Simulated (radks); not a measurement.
Ionisation of the rhenium ion Re2+, [Xe] 4f14 5d5, to [Xe] 4f14 5d4 as the strength of local exchange is varied. Method: scalar-relativistic Kohn-Sham, Slater X-alpha exchange (alpha = 2/3 is LDA exchange), no correlation, spin-polarised, spherical densities, finite nucleus; open shells are filled with parallel spins first (spin-orbit coupling, left out, can overturn this in heavy ions); Fermi nuclear charge, rms radius 5.3698 fm; computed with a radial shooting solver on a logarithmic mesh with Libxc functionals.

alpha  E(Re2+) (hartree)  exchange (hartree)  IE (eV)  -e of the level emptied (eV)  <r> of it (bohr)
0.565        -16623.5075           -264.2412   25.680                   20.175 (5d)             1.838
0.637        -16657.3881           -298.5664   26.957                   21.355 (5d)             1.804
0.667        -16671.5269           -312.9119   27.500                   21.859 (5d)             1.790
0.755        -16713.0748           -355.1386   29.132                   23.379 (5d)             1.752
0.826        -16746.6769           -389.3673   30.489                   24.650 (5d)             1.723
0.844        -16755.2071           -398.0675   30.839                   24.979 (5d)             1.716
0.954        -16807.4368           -451.4340   33.028                   27.040 (5d)             1.673

NIST Atomic Spectra Database: 27 +/- 1.6 eV (theoretical). The Delta-SCF value meets it near alpha = 0.64. Open shells are spherical and high-spin; term and fine-structure splittings are not resolved. Spin-orbit splitting is averaged out at the scalar-relativistic level.
